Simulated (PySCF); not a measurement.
Magnetic shielding above rings: a mixed set.

NICS is the negative of the GIAO shielding at a point without a nucleus: at the ring centre (0) and 1 Å above and below it (1); zz is the component along the ring normal. Level: GIAO PBE0/pcSseg-1 (PySCF, non-relativistic, gas phase) on the GFN2-xTB geometries, one conformer each. Atom numbers follow the mapped SMILES.

Task: Order these rings by mean NICS(1)zz, lowest (most negative) first (ppm).
A. ring C7–C8–C9 in `[CH3:1][CH2:2][P@H+:3]([CH2:4][C:5]#[N:6])[CH:7]1[CH2:8][CH2:9]1` (charge +1)
B. ring Si3–C5–C6–C7–C9 in `[F:1][CH2:2][Si@:3]1([F:4])[CH:5]=[CH:6][C:7]([F:8])=[CH:9]1`
C. ring C5–C6–C7–C8–C9–C10 in `[SiH3:1][CH2:2][c:3]1[n:4][c:5]2[cH:6][cH:7][cH:8][cH:9][c:10]2[s:11]1`
D. ring C3–C4–C5–C6–C7 in `[N:1]#[C:2][c:3]1[cH:4][cH:5][cH:6][c-:7]1[Cl:8]` (charge -1)
E. ring C4–C5–C6–C7–C8–C10 in `[CH3:1][C:2]#[C:3][c:4]1[cH:5][cH:6][cH:7][c:8]([CH3:9])[c:10]1[F:11]`
F. ring C2–Si3–C4 in `[CH2:1]=[C:2]1[SiH2:3][C@H:4]1[C:5]([F:6])=[C:7]([F:8])[F:9]`
G. ring C4–O5–Si6–O8–C9 in `[CH2:1]=[C:2]([CH3:3])[C@@H:4]1[O:5][Si@H:6]([Cl:7])[O:8][C:9]1=[O:10]`

Result: C (-29.1), D (-27.5), E (-25.6), A (-23.0), F (-13.6), G (-3.2), B (8.3).

| SMILES | ring | NICS(0) | NICS(1) | NICS(1)zz | HOMA | rms pucker (Å) | ring atoms with four or more neighbours |
| --- | --- | --- | --- | --- | --- | --- | --- |
| [SiH3]Cc1nc2ccccc2s1 | 6-membered carbocycle; formal bonds all aromatic | -9.7 | -11.6 | -29.1 | 0.97 | 0.00 | 0 |
| N#Cc1ccc[c-]1Cl | 5-membered carbocycle; formal bonds all aromatic | -14.7 | -11.0 | -27.5 | 0.91 | 0.00 | 0 |
| CC#Cc1cccc(C)c1F | 6-membered carbocycle; formal bonds all aromatic | -10.0 | -11.0 | -25.6 | 0.99 | 0.00 | 0 |
| CC[P@H+](CC#N)C1CC1 | 3-membered carbocycle; formal bonds all single | -44.5 | -8.7 | -23.0 | – | 0.00 | 3 |
| C=C1[SiH2][C@H]1C(F)=C(F)F | 3-membered ring with Si; formal bonds all single | -15.4 | -6.8 | -13.6 | – | 0.00 | 2 |
| C=C(C)[C@@H]1O[Si@H](Cl)OC1=O | 5-membered ring with 2 O and Si; formal bonds all single | -4.9 | -2.7 | -3.2 | – | 0.03 | 2 |
| FC[Si@]1(F)C=CC(F)=C1 | 5-membered ring with Si; formal bonds 2 double, 3 single | 1.5 | 0.2 | 8.3 | – | 0.01 | 1 |

NICS(0) gives another order. The isotropic NICS(1) ties some rings at the printed digit and otherwise keeps the order. HOMA uses Krygowski's 1993 parameters; it is left out where a ring has a four-coordinate atom, a triple bond, no multiple bond or a kind of bond without parameters. NICS(1) and NICS(1)zz are means over the two faces.
